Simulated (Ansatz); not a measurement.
Total energies of Ge₃O₃ from Ansatz at PBE0-D4/def2-TZVPD, gas phase (1 Eh = 27.2114 eV = 2625.5 kJ/mol). The reference geometry is relaxed at r2SCAN-D4/def2-SVP.

```
atom    x (Å)    y (Å)    z (Å)
 Ge1   1.6632  -0.2561  -0.9843
 Ge2  -0.5954   1.7995   0.4564
 Ge3  -1.0674  -1.5432   0.5284
  O4  -1.3759   0.2116   0.8007
  O5   0.8816   1.2709  -0.4310
  O6   0.4939  -1.4827  -0.3702
```

```
                 state                        geometry  energy (Eh)
      charge 0 singlet                       reference  -6455.94162
     charge -1 doublet                       reference  -6455.96292
     charge -1 doublet  relaxed at r2SCAN-D4/def2-SVPD  -6455.97915
free Ge atom (triplet)                               –  -2076.65536
 free O atom (triplet)                               –    -75.01925
```

Question: Work out the vertical electron affinity, to the doublet.

Answer: E(charge 0 singlet) − E(charge -1 doublet) = -6455.94162 − (-6455.96292) = 0.02130 Eh = 0.58 eV.

Question: How much does the charge -1 doublet relax, and what is the adiabatic electron affinity?

Answer: Relaxation: -6455.96292 − (-6455.97915) = 0.01623 Eh = 0.44 eV. Adiabatic electron affinity: 0.03753 Eh = 1.02 eV, without zero-point energy. Bonds change on the way (0 lost, 1 formed), so the relaxed form is another species. 

Question: What is the binding energy per atom against free atoms?

Answer: Atoms: 3 × (-2076.65536) + 3 × (-75.01925) = -6455.02383 Eh. Binding: -6455.02383 − (-6455.94162) = 0.91779 Eh = 24.97 eV, or 4.16 eV for each of 6 atoms (no zero-point energy, no counterpoise term).

At PBE0-D4/def2-TZVPD the highest occupied level of the charge -1 doublet lies above zero (up to 0.95 eV). By energy differences its removal costs 0.58 eV (vertical, to the charge 0 singlet, at PBE0-D4/def2-TZVPD); a positive level beside a positive removal energy at the same level points to self-interaction error. 

The structure comes from a short search, and lower isomers may exist.
